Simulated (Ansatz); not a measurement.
Species: COOs (charge 0, triplet). The spin state was set by rule; other spins were not relaxed. 
Coordinates optimised at B3LYP-D3(BJ)/def2-TZVP (Ansatz, a quantum-chemistry and plane-wave program):
```xyz
3

Os     0.0000     0.0000    -0.3811
O      0.0000     0.0000     2.5653
C      0.0000     0.0000     1.4075
```
Charge 0, spin multiplicity 3.

**Question.** Give the harmonic wavenumbers at B3LYP-D3(BJ)/def2-TZVP (Ansatz, finite differences of forces, unscaled).

**Answer.** 451, 451, 606, 2036 cm⁻¹. Zero-point energy 5.1 kcal/mol.

**Question.** From these and the geometry, give the ideal-gas thermochemistry at 298.15 K and 1 atm (rigid rotor, harmonic oscillator).

**Answer.** Point group C∞v, rotational symmetry number 1. Rotational constants 3.245, 3.245 GHz. S(trans) 42.04, S(rot) 17.00, S(vib) 2.03, S(elec, spin only) 2.18, S 63.3 cal/(mol K). H(298) - H(0) 2.50 kcal/mol; G - E(el) -11.3 kcal/mol.
